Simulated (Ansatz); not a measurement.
`[F][GeH]([AlH2])[SiH3]` + `C[SeH]` → `C[Se][AlH2]` + `[F][GeH2][SiH3]`  (cleavage of the Al–Ge bond)

Computed with Ansatz on PBE0-D4/def2-TZVP structures; ΔE is electronic, products minus reactants. CCSD(T)/CBS adds triple-zeta CCSD(T) − MP2 to the extrapolated MP2 energy (def2 sets, frozen cores). Functionals use def2-TZVPP. For Ge, Se outer-core shells are correlated without core-valence functions, which leaves a few kJ/mol of doubt a bond. Scalar relativity is left out up to krypton.

```tsv
level	ΔE (kJ/mol)
B2PLYP	-97.1
HF/def2-TZVPP	-103.1
```

Q: What does CCSD(T)/CBS give? (Best estimate.)

A: Computed: -98.1 kJ/mol. The listed levels differ from it by 1.0, -5.0 kJ/mol.

Largest T1 diagnostic among the species: 0.013.

From PBE to PBE0 (25 % exact exchange), in def2-TZVPP and without D4, ΔE moves by −4.3 kJ/mol.
